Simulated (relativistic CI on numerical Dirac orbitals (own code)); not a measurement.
## Rh⁷⁺: 3p photoemission

Computed with this model: Dirac-Coulomb-Breit CI, KLI orbitals optimised for each configuration, QED by a radiative potential, valence Slater integrals scaled by 0.9, multiplet model of photoemission in the sudden approximation; configurations [Kr] 4d2 → [Ne] 3s2 3p5 3d10 4s2 4p6 4d2; 80 K; Lorentzian 1.4 eV and Gaussian 0.6 eV FWHM. Energies are those of the free ion, without screening or charge transfer. The energies are binding energies and can lie tens of eV above those of solids. S is read from ⟨S²⟩ = S(S + 1).

Field parameters in Wybourne normalisation: Td as Oh with Dq negative (B⁴₀ = 21Dq, B⁴₄ = √(5/14) B⁴₀). The field is a parameter set, without covalency.

free ion: ground-state S = 0.98, centroid 639.65 eV. Peaks (eV, height): 631.0 (100), 656.6 (55).

Td, 10Dq = -10450 cm⁻¹: ground-state S = 1.00, centroid 639.71 eV. Peaks (eV, height): 631.2 (100), 656.6 (57).

Strongest unbroadened transitions for free ion:

| Energy (eV) | Relative strength |
| --- | --- |
| 630.35 | 24.6 |
| 630.52 | 37.8 |
| 630.90 | 34.0 |
| 631.14 | 100.0 |
| 631.52 | 37.6 |
| 631.87 | 9.2 |
| 632.38 | 4.5 |
| 632.86 | 2.1 |
| 633.03 | 1.3 |
| 633.50 | 2.2 |
| 633.52 | 0.7 |
| 634.24 | 0.5 |
| 634.28 | 2.4 |
| 634.38 | 0.4 |
| 656.39 | 75.1 |
| 657.00 | 50.5 |
| 657.17 | 2.0 |
| 658.75 | 1.0 |
